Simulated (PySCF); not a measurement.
## A search over the determinants of KSe

Unrestricted PBE0; PySCF, spin-free X2C with a Gaussian nucleus, basis sets K x2c-SVPall, Se x2c-SVPall. Outer shells of the fragments: K 4s1; Se 3d10 4s2 4p4.

Followed along the bond (rough minima from three points):

```tsv
2Ms+1	unpaired	⟨S²⟩ at the start	R at minimum (Å)	Te (eV)
2	π ↑	0.75	2.96	0.00
2	σ ↑	0.75	2.81	0.36
4	σ ↑, π ↑↑	3.75	none in the scan	≤ 2.29
```

Solutions found at the starting distance of 3.060 Å, counted from the lowest of them; the search is not exhaustive and high or unbound solutions are not listed, so other states can lie among these:

| 2Ms+1 | unpaired | term | E (eV) | ⟨S²⟩ | ⟨Lz²⟩ | μ (D) |
| --- | --- | --- | --- | --- | --- | --- |
| 2 | π ↑ | ²Π | 0.00 | 0.75 | 1.01 | -10.23 |
| 2 | σ ↑ | ²Σ⁺ | 0.44 | 0.75 | 0.00 | -10.94 |
| 4 | σ ↑, π ↑↑ | ⁴Σ⁻ | 2.41 | 3.75 | 0.00 | 2.81 |
| 2 | σ ↓, π ↑↑ | mixed | 2.45 | 1.75 | 0.00 | 3.22 |
| 4 | σ ↑↑, π ↑ | ⁴Π | 2.65 | 3.75 | 1.01 | 2.85 |
| 2 | σ ↑, π ↑↓ | mixed | 2.85 | 1.76 | 2.01 | 3.01 |

A term symbol is given only where ⟨S²⟩ and ⟨Lz²⟩ are close to those of a pure state; real π, δ and φ orbitals otherwise mix terms. A positive dipole means K(−)Se(+).

Task: Compare the gap between the two lowest followed solutions at the starting distance with the gap between their minima.

Result: At PBE0 the second solution (doublet, unpaired electrons σ ↑) lies +0.44 eV from the first (doublet, unpaired electrons π ↑) at 3.060 Å and +0.36 eV at the minima; the two curves relax by different amounts, since their minima lie near 2.81 and 2.96 Å.

Spin–orbit coupling is left out. Counting both spins, an empty level lies below a filled one in some of these solutions, because spin and occupation are held.
